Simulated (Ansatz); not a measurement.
Consider the ligand exchange at a B–N bond: `FBN[SiH3]` + `C=N` → `C=NBF` + `N[SiH3]`.

Calculated with Ansatz (gas phase, PBE0-D4/def2-TZVP geometries, no zero-point term in ΔE). CCSD(T)/CBS adds triple-zeta CCSD(T) − MP2 to the extrapolated MP2 energy (def2 sets, frozen cores). This one scheme is used for every species. Functionals use def2-TZVPP. Each species was taken in one conformer, which may not be the lowest.

(1) Is it downhill or uphill in electronic energy at CCSD(T)/CBS, and by how much? (Best estimate.)

(2) What do these levels give: BLYP-D4, r2SCAN-D4, r2SCANh-D4, r2SCAN, PBE0, r2SCANh? (Estimate.)

Largest T1 diagnostic among the species: 0.014.

## Answers

(1) Ansatz gave: Uphill: ΔE = +11.5 kcal/mol.

(2) The calculation gave: BLYP-D4 8.1, r2SCAN-D4 8.9, r2SCANh-D4 9.2, r2SCAN 8.8, PBE0 8.7, r2SCANh 9.1 kcal/mol.

From PBE to PBE0 (25 % exact exchange), in def2-TZVPP and without D4, ΔE moves by +1.3 kcal/mol. At CCSD(T), def2-SVP lies +0.7 kcal/mol from the extrapolated value and def2-TZVPP +0.5 kcal/mol.
